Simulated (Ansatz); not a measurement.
Basis-set extrapolation for `CO[SiH2]O[SiH](O)O` (PBE0-D4/def2-TZVP geometry, frozen core, Ansatz). Multiplicity 1, RHF reference.

```
                      def2-TZVPP   def2-QZVPP
                 HF  -920.287830  -920.324413
    MP2 correlation    -1.361258    -1.469941
CCSD(T) correlation    -1.451896      not run
```

Energies in hartree. Use E(X) = E(∞) + A·exp(−7.88·√X) for Hartree–Fock and E(X) = E(∞) + B·X^(−2.97) for correlation, with X = 3 and 4, and add CCSD(T) minus MP2 of the smaller set to the MP2 limit.

What is the CCSD(T) energy at the basis-set limit?

HF limit: -920.324413 + (-0.036583) × 0.13774 = -920.32945. MP2 limit: -1.469941 + (-0.108683) × 0.74074 = -1.55045. Higher-order term: -1.451896 − (-1.361258) = -0.09064. Total: -921.97054 hartree, 6.28 eV below CCSD(T)/def2-TZVPP.
